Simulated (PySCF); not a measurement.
`CO[C@H](C)CCO`, C₅H₁₂O₂

Geometry:
```csv
atom,x (Å),y (Å),z (Å)
C1,1.665,1.504,0.189
O2,0.603,0.796,-0.396
C3,0.253,-0.420,0.254
C4,1.278,-1.526,-0.005
C5,-1.129,-0.834,-0.264
C6,-2.199,0.226,0.013
O7,-2.098,1.337,-0.836
H8,1.483,1.680,1.257
H9,1.719,2.460,-0.330
H10,2.620,0.982,0.075
H11,0.189,-0.233,1.341
H12,1.409,-1.657,-1.077
H13,2.240,-1.281,0.438
H14,0.930,-2.460,0.426
H15,-1.070,-0.994,-1.341
H16,-1.414,-1.770,0.216
H17,-2.134,0.542,1.068
H18,-3.195,-0.195,-0.155
H19,-1.159,1.568,-0.881
```

Computed, not measured: GIAO HF/ANO-RCC-VDZP magnetisability, rotational g tensor and spin-rotation constants, non-relativistic, gas phase in PySCF. Geometry: GFN2-xTB.

How diamagnetic is it, and how anisotropic?

Isotropic -1239 × 10⁻³⁰ J/T², or -74.6 × 10⁻⁶ cm³/mol; principal values -1304, -1253, -1160 × 10⁻³⁰ J/T², anisotropy 126 × 10⁻³⁰ J/T² (root of half the summed squared differences of the principal values). The susceptibility is in cgs units.

Split it along the inertial axes a, b, c into diamagnetic and paramagnetic parts about the centre of mass, with the quadrupole moment.


```tsv
axis	χ (10⁻⁶ cm³/mol)	diamagnetic (10⁻⁶ cm³/mol)	paramagnetic (10⁻⁶ cm³/mol)	summed x² of all electrons (Å²)	quadrupole Θ (D Å)
a	-75.4	-461.7	386.3	152.5	-5.21
b	-77.7	-742.8	665.0	86.2	+4.73
c	-70.7	-1012.7	942.0	22.6	+0.48
```
Anisotropies 2χaa − χbb − χcc = -2.2 and 2χbb − χaa − χcc = -9.4 × 10⁻⁶ cm³/mol. Θ is traceless in Buckingham's convention.

And the rotational g tensor?


```
axis  rotational constant (GHz)        g  nuclear part  electronic part
   a                     3.5420  -0.0044        0.6385          -0.6429
   b                     1.9301  -0.0055        0.5975          -0.6030
   c                     1.3627  -0.0068        0.5963          -0.6031
```
Asymmetric top; isotopes 12C, 1H, 16O; no vibrational averaging.
